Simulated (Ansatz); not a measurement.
Reactions of C₇H₁₆ (`CC(C)C(C)(C)C`).

Computed with Ansatz on PBE0-D4/def2-TZVP structures; ΔE is electronic, products minus reactants. CCSD(T)/CBS is the MP2 limit (def2-TZVPP, def2-QZVPP) plus CCSD(T) − MP2 in def2-TZVPP, frozen cores. This one scheme is used for every species. def2 core potentials past Kr. For Ge, In outer-core shells are correlated without core-valence functions, which leaves a few kJ/mol of doubt a bond. Scalar relativity is left out up to krypton. Each species was taken in one conformer, which may not be the lowest.

(1) Order these by ΔE at CCSD(T)/CBS, lowest first. (An estimate is asked.)
A. `CC(C)C(C)(C)C` + `[OH][In]([OH])[SH]` → `C[O][In]([OH])[SH]` + `CC(C)C(C)C`
B. `CC(C)C(C)(C)C` + `CC(C)(C)O[Si]O` → `CC(C)(C)O[Si]OC(C)(C)C` + `CCC`
C. `CC(C)C(C)(C)C` + H₂ → `CCC(C)(C)C` + CH₄
D. `CC(C)C(C)(C)C` + `[SiH3]N[SiH2]Cl` → `CN([SiH3])[SiH2]Cl` + `CCC(C)(C)C`
E. `CC(C)C(C)(C)C` + `CC` → `CCC(C)(C)C(C)C` + CH₄
F. `CC(C)C(C)(C)C` + `O[SiH](F)[O][GeH3]` → `CO[SiH](F)[O][GeH3]` + `CCC(C)(C)C`
G. `CC(C)C(C)(C)C` + `CB(O)S` → `CSB(C)O` + `CC(C)C(C)C`

Largest T1 diagnostic: 0.016, for `[OH][In]([OH])[SH]`.

Results:

(1) C (-16.6 kcal/mol), E (-1.4 kcal/mol), G (+3.6 kcal/mol), B (+6.1 kcal/mol), D (+9.0 kcal/mol), F (+13.2 kcal/mol), A (+16.4 kcal/mol).
